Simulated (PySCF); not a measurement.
# Finite-field polarisability of I (iodine, neutral)

[Kr] 4d10 5s2 5p5, 2P determinant. Computed with PySCF 2.14 in x2c-TZVPPall with one added diffuse shell each of s, p, d, f type (9s7p5d3f, 76 functions), with the spin-free X2C one-electron Hamiltonian (Gaussian nucleus). Frozen: [Kr] 4d10. Energy changes in a uniform field (μhartree):

| axis | F (au) | HF | MP2 | CCSD | CCSD(T) |
| --- | --- | --- | --- | --- | --- |
| x | 0.0026 | -97.978 | -100.472 | -100.364 | -100.810 |
| x | 0.0052 | -392.056 | -402.061 | -401.633 | -403.423 |
| y | 0.0025 | -100.874 | -103.904 | -103.693 | -104.335 |
| y | 0.005 | -403.718 | -415.877 | -415.033 | -417.613 |

By symmetry the remaining axis equals y.

Derive α along x at CCSD(T) from the two fields.

With ΔE = −αF²/2 − γF⁴/24, α = −(16 ΔE(F) − ΔE(2F))/(6F²) = 29.82 bohr³.

And the mean polarisability at each level?

The components xx, yy, zz at CCSD(T) are 29.82, 33.38, 33.38, the third axis being equal by symmetry to one of the two computed. Means: HF 31.18, MP2 32.07, CCSD 32.01, CCSD(T) 32.19 bohr³. Reference: 32.9 ± 1.3 bohr³ (recommended; Schwerdtfeger and Nagle, table of static dipole polarizabilities (2023 update)).
